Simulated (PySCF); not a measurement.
Al(Me)(OH)(PH2) (CH6AlOP), SMILES [OH][Al]([PH2])[CH3]. Heavy atoms are numbered as in [Al:1]([CH3:2])([OH:6])[PH2:8]. Hydrogens are named by the atom that carries them.

Geometry optimised at r2SCAN-D4/def2-SVP. The values are those of a single conformer.

Computed with PBE0/pcSseg-1 run with PySCF.

GIAO shieldings, no solvent; atoms alike by connectivity are averaged. δ = σ(ref) − σ: ¹³C against TMS (σ = 186.3 ppm); ¹H against TMS (σ = 31.56 ppm); ¹⁷O against H2O (σ = 334.2 ppm); ³¹P against PH3 (σ = 586.6 ppm), references at their B3LYP-D3(BJ)/def2-TZVP geometries, non-relativistic.

Estimate the chemical shifts. (An estimate is asked for; the answer gives what the named calculation found.)


```
nucleus     atoms  count  δ (ppm)
-------  --------  -----  -------
¹³C      C2 (CH3)      1     -7.0
¹H        H on O6      1     3.21
¹H        H on P8      2     1.18
¹H        H on C2      3     0.06
¹⁷O       O6 (OH)      1     87.9
³¹P      P8 (PH2)      1    -40.4
```
